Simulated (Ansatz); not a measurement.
Ansatz (a program for electronic structure) input (LC-wPBE/def2-TZVPD):

Ansatz 0.2 input:
```yaml
crystal:
  periodic: [false, false, false]
  atoms:
    - {symbol: C, position_ang: [0.22312610, 1.67883596, 0.28187354]}
    - {symbol: C, position_ang: [-1.01109993, 0.93833709, 0.80789010]}
    - {symbol: C, position_ang: [-1.60903734, -0.04740754, -0.20369174]}
    - {symbol: C, position_ang: [-0.98750735, -1.45149623, -0.22771263]}
    - {symbol: C, position_ang: [0.53506506, -1.53117991, -0.04395913]}
    - {symbol: C, position_ang: [1.35613795, -0.43117996, -0.72832663]}
    - {symbol: C, position_ang: [1.49191391, 0.84203046, 0.11360328]}
    - {symbol: H, position_ang: [0.45186950, 2.51362687, 0.95111852]}
    - {symbol: H, position_ang: [-0.03904568, 2.12769217, -0.68305059]}
    - {symbol: H, position_ang: [-0.77422152, 0.42540313, 1.74636804]}
    - {symbol: H, position_ang: [-1.76939934, 1.68562010, 1.05624400]}
    - {symbol: H, position_ang: [-2.68009059, -0.15879066, -0.01594714]}
    - {symbol: H, position_ang: [-1.53057047, 0.40295646, -1.19799737]}
    - {symbol: H, position_ang: [-1.45320632, -2.06212155, 0.55151437]}
    - {symbol: H, position_ang: [-1.25838172, -1.92352962, -1.17678854]}
    - {symbol: H, position_ang: [0.77471422, -1.51395831, 1.02370194]}
    - {symbol: H, position_ang: [0.86460934, -2.50971018, -0.40269077]}
    - {symbol: H, position_ang: [0.93214861, -0.19327262, -1.70995111]}
    - {symbol: H, position_ang: [2.36173796, -0.81496605, -0.91965465]}
    - {symbol: H, position_ang: [1.86304460, 0.55332845, 1.10365261]}
    - {symbol: H, position_ang: [2.26520097, 1.48008270, -0.32458013]}
basis:
  gaussian:
    orbitals: def2-TZVPD
hamiltonian:
  xc: {name: LC-wPBE}
output: {forces: true}
```

End of the output:

```
integrals: 0.62 GiB planned
1932 factors; their error is unknown
integrals: 0.67 GiB planned
1015 factors; integrals over basis functions are off by at most 3.9e-6 eV
0.61 GiB of the device are held for the grids
3.15 GiB of device memory are held for the factors and their scratch space
mean field: 3.42 GiB planned
mean field evaluation 1: about -7479.0840 eV, gradient 5.5e1 eV
mean field evaluation 2: about -7482.2331 eV, gradient 4.3e1 eV
mean field evaluation 4: about -7486.2737 eV, gradient 1.1e0 eV
mean field evaluation 8: about -7486.1765 eV, gradient 9.7e-1 eV
mean field evaluation 16: about -7486.1778 eV, gradient 2.2e-5 eV
mean field -7486.17782609 eV, -275.1119607953 hartree, gradient 2.3e-5 eV, S^2 0.000000; 0 other end points of the search recorded, 0 dependent functions left out
the calculation of the forces begins
reference -7486.17782610 eV, -275.1119607958 hartree; 28, 28 occupied and 357, 357 virtual orbitals, 1932 factors
Total energy: -7486.17782610 eV, -275.1119607958 hartree
Atom 0 at     0.223126     1.678836     0.281874 Å, force    -0.023816    -0.220168     0.000091 eV/Å
Atom 1 at    -1.011100     0.938337     0.807890 Å, force     0.125927    -0.084202    -0.192101 eV/Å
Atom 2 at    -1.609037    -0.047408    -0.203692 Å, force     0.216837    -0.043647     0.113973 eV/Å
Atom 3 at    -0.987507    -1.451496    -0.227713 Å, force     0.131625     0.193469     0.030352 eV/Å
Atom 4 at     0.535065    -1.531180    -0.043959 Å, force    -0.105460     0.207355    -0.088291 eV/Å
Atom 5 at     1.356138    -0.431180    -0.728327 Å, force    -0.152149     0.045658     0.186054 eV/Å
Atom 6 at     1.491914     0.842030     0.113603 Å, force    -0.192393    -0.097629    -0.049948 eV/Å
Atom 7 at     0.451869     2.513627     0.951119 Å, force    -0.002852    -0.020023    -0.005803 eV/Å
Atom 8 at    -0.039046     2.127692    -0.683051 Å, force     0.005103    -0.010786     0.013631 eV/Å
Atom 9 at    -0.774222     0.425403     1.746368 Å, force     0.004311    -0.004636    -0.015312 eV/Å
Atom 10 at    -1.769399     1.685620     1.056244 Å, force     0.010705    -0.007142    -0.012364 eV/Å
Atom 11 at    -2.680091    -0.158791    -0.015947 Å, force     0.015220    -0.000143     0.004090 eV/Å
Atom 12 at    -1.530570     0.402956    -1.197997 Å, force     0.010386    -0.001759     0.004224 eV/Å
Atom 13 at    -1.453206    -2.062122     0.551514 Å, force     0.011981     0.009722    -0.008710 eV/Å
Atom 14 at    -1.258382    -1.923530    -1.176789 Å, force     0.003119     0.012473     0.012192 eV/Å
Atom 15 at     0.774714    -1.513958     1.023702 Å, force    -0.004925     0.009786    -0.002965 eV/Å
Atom 16 at     0.864609    -2.509710    -0.402691 Å, force    -0.005292     0.014736    -0.001801 eV/Å
Atom 17 at     0.932149    -0.193273    -1.709951 Å, force    -0.008067    -0.000883     0.014446 eV/Å
Atom 18 at     2.361738    -0.814966    -0.919655 Å, force    -0.012351     0.004724     0.011984 eV/Å
Atom 19 at     1.863045     0.553328     1.103653 Å, force    -0.009838     0.003827    -0.014723 eV/Å
Atom 20 at     2.265201     1.480083    -0.324580 Å, force    -0.018071    -0.010732     0.000978 eV/Å
Dipole moment:     0.000903     0.001328     0.000208 e Å
```
